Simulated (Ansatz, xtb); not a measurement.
Ranking isomers of C6H3Cl2F

4 gas-phase structures of C6H3Cl2F, from a drawn sample of its isomers (lower ones may exist). Each was relaxed with GFN2-xTB:

A. `FC1=CC(Cl)=C/C1=C\Cl`, a singlet
B. `C=C1C(F)=C(Cl)/C1=C/Cl`, a singlet
C. `FC1=CC(Cl)=C/C1=C/Cl`, a singlet
D. `FC1=C[C@]2(Cl)[C@H]3[C@@H]2[C@@]13Cl`, a singlet

Q: Which do you expect lowest at r2SCAN-D4/def2-SVP//GFN2-xTB, and how would the others follow?

A: Calculated order at r2SCAN-D4/def2-SVP//GFN2-xTB: A (0.0), C (8.7), B (126.3), D (194.0) kJ/mol.

Energies above the lowest of each column, in kJ/mol; the last columns are at r2SCAN-D4/def2-SVP geometries and were run for some of them only (a dash: not run or not comparable):

```
structure  GFN2-xTB  HF/STO-3G  r2SCAN-D4/def2-SVP//GFN2-xTB  r2SCAN-D4/def2-SVP  CCSD(T)/def2-SVP + ΔMP2/def2-TZVPP
        A       0.0        0.0                           0.0                 0.0                                 0.0
        C       5.6        4.1                           8.7                 8.9                                 8.6
        B     122.3      134.4                         126.3               126.8                               119.5
        D     133.2      119.5                         194.0                   –                                   –
```

Every level run on A puts it lowest or level with the lowest. Frequencies (GFN2-xTB) were run for A, B, C alone. ΔMP2 is the change of the MP2 energy from the smaller to the larger basis.

Over these structures GFN2-xTB departs from r2SCAN-D4/def2-SVP//GFN2-xTB by 21.9 kJ/mol on average once a common shift is removed. A GFN2-xTB relaxation took about 0.11 s and the r2SCAN-D4/def2-SVP//GFN2-xTB energy about 2.6 s on a shared host (Ansatz 0.2.0, xtb 6.7.1).
